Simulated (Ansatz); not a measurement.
Computed with Ansatz on PBE0-D4/def2-TZVP structures; ΔE is electronic, products minus reactants. CCSD(T)/CBS is the MP2 limit (def2-TZVPP, def2-QZVPP) plus CCSD(T) − MP2 in def2-TZVPP, frozen cores. This one scheme is used for every species. DFT in def2-TZVPP. HSE06 is defined as in plane-wave codes. For Ge outer-core shells are correlated without core-valence functions, which leaves a few kJ/mol of doubt a bond. Scalar relativity is left out up to krypton.

Consider the ligand exchange at a Ge–F bond: `[F][GeH]([Cl])[GeH3]` + HCl → `[Cl][GeH]([Cl])[GeH3]` + H–F.

Question: Is it downhill or uphill in electronic energy at CCSD(T)/CBS, and by how much? (Best estimate.)

Answer: Computed: Downhill: ΔE = -0.19 eV.

Question: What do these levels give: LDA (SPW92), r2SCAN0-D4, PBE-QIDH, HSE06, HF/def2-TZVPP, CCSD/CBS(def2)? (Estimate.)

Answer: Ansatz gave: LDA (SPW92) -0.15, r2SCAN0-D4 -0.17, PBE-QIDH -0.20, HSE06 -0.17, HF/def2-TZVPP -0.07, CCSD/CBS(def2) -0.18 eV.

Largest T1 diagnostic among the species: 0.012.

Leaving LDA and LC-ωPBE aside and taking each functional with its dispersion term where it has one, the values, not all of them listed here, spread over 0.15 eV, from HSE06-D4 to B97M-V. From BLYP to BHLYP (50 % exact exchange), in def2-TZVPP and without D4, ΔE moves by −0.07 eV.
